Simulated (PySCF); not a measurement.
## HGaO + H₂O → GaH₃ + O₂

Level: PBE0 in the def2-TZVP basis family, all electrons, no relativity, computed in PySCF with density fitting; open shells unrestricted.

| species | state and structure | E (Eh) | ZPE (kJ/mol) | H(298 K) − H(0) (kJ/mol) | S° (J/(mol K)) |
| --- | --- | --- | --- | --- | --- |
| HGaO | singlet, C∞v, Ga–H 1.524 Å, Ga–O 1.639 Å; H–Ga–O 180.0° | -2000.33813 | 24.5 | 9.9 | 229.7 |
| H₂O | singlet, C2v, O–H 0.960 Å (×2); H–O–H 105.1° | -76.37736 | 56.5 | 9.9 | 188.7 |
| GaH₃ | singlet, D3h, Ga–H 1.568 Å (×3) | -1926.36049 | 48.9 | 10.7 | 218.3 |
| O₂ | triplet, D∞h, O–O 1.193 Å | -150.23561 | 10.3 | 8.7 | 204.9 |

(1) What is the electronic reaction energy?

(2) Add zero-point, thermal and entropy terms for 298.15 K and 1 bar.

## Answers

(1) At PBE0/def2-TZVP, ΔE = 313.5 kJ/mol from the differences of the total energies times 2625.5, uphill. 

(2) ΔZPE = -21.8 and Δ[H(298) − H(0)] = -0.4 kJ/mol give ΔH° = 291.3 kJ/mol. ΔS° = 4.8 J/(mol K), so ΔG° = 291.3 − 298.15 × (0.0048) = 290 kJ/mol.

The structures come from searches over a few start shapes, so lower isomers are not excluded.
